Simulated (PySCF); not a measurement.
Cl₃Sc, triplet, at a GFN2-xTB geometry (such geometries of metal compounds can be far from the true shape) (the multiplicity is a formal guess). Base run: CAMB3LYP/3-21G run with PySCF.

Here is a job for PySCF.
```python
from pyscf import gto, scf, dft

mol = gto.M(
    atom='''
Sc   -0.30552139   -0.02338124    0.21340739
Cl    1.77321599   -0.12643045   -0.81540043
Cl   -0.59284853   -1.15055849    2.19835470
Cl   -0.80295868    1.30587166   -1.64657517
''',
    basis='3-21g',
    spin=2,
    verbose=4,
)

mf = dft.UKS(mol)
mf.xc = 'camb3lyp'
mf.kernel()
```

Each row names what was changed in the base input (with any setting that the change needs).

```json
[
 {"change": "base", "E (Eh)": "-2131.09549", "HOMO (eV)": "-6.81", "dipole (D)": "2.27", "<S^2>": "2.005", "core-seconds (rough)": "20", "outcome": "converged"},
 {"change": "functional = pbe0; dispersion = d3bjm", "E (Eh)": "-2130.41598", "HOMO (eV)": "-5.43", "dipole (D)": "1.87", "<S^2>": "2.004", "core-seconds (rough)": "9", "outcome": "converged"},
 {"change": "functional = wb97x_v", "E (Eh)": "-2130.70584", "HOMO (eV)": "-7.80", "dipole (D)": "2.42", "<S^2>": "2.006", "core-seconds (rough)": "100", "outcome": "converged"},
 {"change": "functional = blyp; dispersion = d3bj", "E (Eh)": "-", "HOMO (eV)": "-", "dipole (D)": "-", "<S^2>": "-", "core-seconds (rough)": "-", "outcome": "not converged"},
 {"change": "functional = revpbe", "E (Eh)": "-", "HOMO (eV)": "-", "dipole (D)": "-", "<S^2>": "-", "core-seconds (rough)": "-", "outcome": "not converged"},
 {"change": "functional = b3lyp", "E (Eh)": "-2131.10046", "HOMO (eV)": "-5.14", "dipole (D)": "1.65", "<S^2>": "2.003", "core-seconds (rough)": "10", "outcome": "converged"},
 {"change": "functional = wb97m_v", "E (Eh)": "-2130.93444", "HOMO (eV)": "-7.71", "dipole (D)": "2.35", "<S^2>": "2.005", "core-seconds (rough)": "200", "outcome": "converged"},
 {"change": "functional = pw91,pw91", "E (Eh)": "-", "HOMO (eV)": "-", "dipole (D)": "-", "<S^2>": "-", "core-seconds (rough)": "-", "outcome": "not converged"},
 {"change": "functional = b3lyp5", "E (Eh)": "-2130.82245", "HOMO (eV)": "-5.05", "dipole (D)": "1.65", "<S^2>": "2.003", "core-seconds (rough)": "10", "outcome": "converged"},
 {"change": "functional = pbe0", "E (Eh)": "-2130.39834", "HOMO (eV)": "-5.43", "dipole (D)": "1.87", "<S^2>": "2.004", "core-seconds (rough)": "10", "outcome": "converged"},
 {"change": "functional = lda,vwn", "E (Eh)": "-", "HOMO (eV)": "-", "dipole (D)": "-", "<S^2>": "-", "core-seconds (rough)": "-", "outcome": "not converged"},
 {"change": "functional = tpssh", "E (Eh)": "-2131.09500", "HOMO (eV)": "-4.66", "dipole (D)": "1.57", "<S^2>": "2.002", "core-seconds (rough)": "20", "outcome": "converged"},
 {"change": "functional = x3lyp", "E (Eh)": "-2130.89431", "HOMO (eV)": "-5.19", "dipole (D)": "1.70", "<S^2>": "2.003", "core-seconds (rough)": "10", "outcome": "converged"}
]
```

Total energies compare only within one method and basis.

Open shells are given as the SCF converged; they aren't shown to be the lowest states, and a large step between rows can be another state.
